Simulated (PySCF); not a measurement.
AlCl2GeH3.

```xyz
7

Al     0.3880    -0.3315     0.3288
Cl     2.3831    -0.6443    -0.2464
Cl    -0.2307    -1.2719     2.1019
Ge    -1.1595     1.0290    -0.9983
H     -2.0175     1.9214    -0.0831
H     -0.4013     1.9213    -1.9962
H     -2.1116     0.1145    -1.7933
```
Charge 0, spin multiplicity 1.

Coordinates come from a PBE0-D3(BJ)/def2-SVP optimisation. The structure was generated by enumeration; whether it is a known compound was not checked.

Computed with PBE/pcSseg-1 run with PySCF. Non-relativistic, no solvent.

Computed absolute GIAO shielding of each atom: isotropic value and principal components (ppm):
```csv
atom,σ(iso),σ11,σ22,σ33,span
Al1,339.4,292.7,329.7,395.8,103.1
Cl2,773.0,556.1,794.2,968.6,412.5
Cl3,774.7,559.1,796.5,968.6,409.5
Ge4,1681.1,1639.7,1673.9,1729.7,90.0
H5,27.9,21.6,22.9,39.0,17.4
H6,27.9,21.5,23.0,39.2,17.7
H7,27.8,21.9,22.7,38.9,17.0
```
